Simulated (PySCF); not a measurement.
# Simulated absorption spectrum

Species: C5H8N2Si.
Atom-mapped SMILES: `[SiH3:1][NH:2][c:3]1[cH:4][cH:5][cH:6][n:7][cH:8]1` (hydrogens: H9, H10, H11 on Si1; H12 on N2; H13 on C4; H14 on C5; H15 on C6; H16 on C8)

Theory: TDDFT PBE0/def2-SVPD, vertical, gas phase, core orbitals frozen in the response (PySCF). One conformer (not necessarily the lowest) at the PBE0-D3(BJ)/def2-SVP geometry, without solvent, vibrations or thermal averaging. Torsions of this conformer, `[SiH3:1][NH:2][c:3]1[cH:4][cH:5][cH:6][n:7][cH:8]1`: Si1–N2–C3–C4 0°.

Computed states:

```csv
state,E (eV),f
S1,4.71,0.053
S2,4.83,0.0036
S3,5.36,0.0005
S4,5.47,0.0002
S5,5.51,0.312
S6,6.06,0.0044
S7,6.19,0.0013
S8,6.51,0.0002
S9,6.61,0.0049
S10,6.70,0.0033
```

Each state is given a Gaussian of 0.5 eV full width at half maximum, with ε(max) = 2.175×10⁸ f / Δν̃ (Δν̃ the width in cm⁻¹). The width is an assumption, not a result. The curve ends short of the highest state used, and states not computed would add to its high-energy end.

Question: Give the broadened spectrum and its maxima.

Answer: 
E (eV), ε (L mol⁻¹ cm⁻¹) and a bar:
```
     3.96          6 
     4.02         16 
     4.08         37 
     4.14         83 
     4.20        169 
     4.26        319 #
     4.32        556 #
     4.39        963 ##
     4.45       1415 ###
     4.51       1920 ###
     4.57       2408 ####
     4.63       2793 #####
     4.69       2999 #####
     4.75       2988 #####
     4.81       2784 #####
     4.88       2419 ####
     4.94       2163 ####
     5.00       2146 ####
     5.06       2554 #####
     5.12       3548 ######
     5.18       5219 #########
     5.24       7529 #############
     5.31      10735 ###################
     5.37      13457 ########################
     5.43      15616 ############################
     5.49      16749 ##############################
     5.55      16595 ##############################
     5.61      15191 ###########################
     5.67      12853 #######################
     5.74       9589 #################
     5.80       6879 ############
     5.86       4604 ########
     5.92       2908 #####
     5.98       1770 ###
     6.04       1076 ##
     6.10        686 #
```

Maxima: 263 nm (4.72 eV), ε about 3000, made up of S1 (94%); 225 nm (5.51 eV), ε about 17000, made up of S5 (100%) (ε in L mol⁻¹ cm⁻¹; maxima over ε = 5, shares over 10%).

Question: On this curve, what absorbance would a 10⁻³ mol/L sample give at 280 nm over a 1 cm path?

Answer: 280 nm is 4.428 eV, where ε is about 1200 L mol⁻¹ cm⁻¹, so A = ε c l ≈ 1.2 (Beer–Lambert, with the gas-phase spectrum and the assumed width).

Question: Coming from long wavelengths, where does ε first pass 100 L mol⁻¹ cm⁻¹?

Answer: At about 298 nm (4.16 eV), 0.55 eV below S1.

Question: What would ε be at 5.51 eV, the highest of these maxima, with half the width (0.25 eV)?

Answer: About 33600 L mol⁻¹ cm⁻¹ against 16800, a factor of about 2.00; a lone state at its own centre would give exactly 2.

All these states lie below the vertical ionisation energy of 8.10 eV (ΔSCF).

The run took 2.3 min on one thread of an Arm Neoverse V1, shared host.
